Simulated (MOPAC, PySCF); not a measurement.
CH3B3, SMILES `B12CB1B2`, neutral singlet in the gas phase. 

Cartesian coordinates (Å):
```xyz
7

B      1.5444    -0.0180    -0.0021
B      0.1998     0.0042    -0.7948
C     -1.1525     0.0135     0.0017
B      0.2020    -0.0089     0.7943
H      2.7252    -0.0319    -0.0039
H     -1.7489     0.9272     0.0099
H     -1.7699    -0.8862    -0.0051
```
Charge 0, multiplicity 1.

All levels are single points at this geometry (PBE0-D3(BJ)/def2-TZVP); Pople sets use spherical d functions. Orbital energies aren't observables, and empty levels follow the basis.

| level | HOMO (eV) | LUMO (eV) | gap (eV) | dipole (D) | vertical IE, Delta-SCF (eV) |
|---|---|---|---|---|---|
| PBE-D3(BJ)/def2-TZVP in PySCF | -5.77 | -5.13 | 0.65 | 1.74 | 8.95 |
| PBE0-D3(BJ)/def2-TZVP in PySCF | -6.72 | -4.24 | 2.48 | 1.81 | 8.90 |
| ωB97X-D3(BJ)/def2-TZVP in PySCF | -8.95 | -2.17 | 6.78 | 1.85 | 8.93 |
| B3LYP/6-311+G** in PySCF | -6.49 | -4.43 | 2.06 | 1.75 | – |
| M06-2X/6-31G* in PySCF | -7.53 | -2.99 | 4.55 | 1.73 | – |
| PBE/6-31G* in PySCF | -5.48 | -4.79 | 0.68 | 1.72 | 8.80 |
| SVWN5/6-31G* in PySCF | -5.57 | -4.94 | 0.63 | 1.74 | 8.99 |
| HF/3-21G in PySCF | -8.56 | -0.52 | 8.04 | 1.99 | – |
| HF/6-31G* in PySCF | -8.43 | -0.21 | 8.22 | 1.88 | 7.54 |
| HF/STO-3G in PySCF | -6.44 | 3.24 | 9.68 | 1.49 | – |
| AM1 in MOPAC | -7.19 | -1.39 | 5.79 | 0.84 | – |
| PM6 in MOPAC | -7.81 | -2.38 | 5.43 | 1.68 | – |
| PM7 in MOPAC | -8.97 | -1.97 | 7.00 | 1.76 | – |
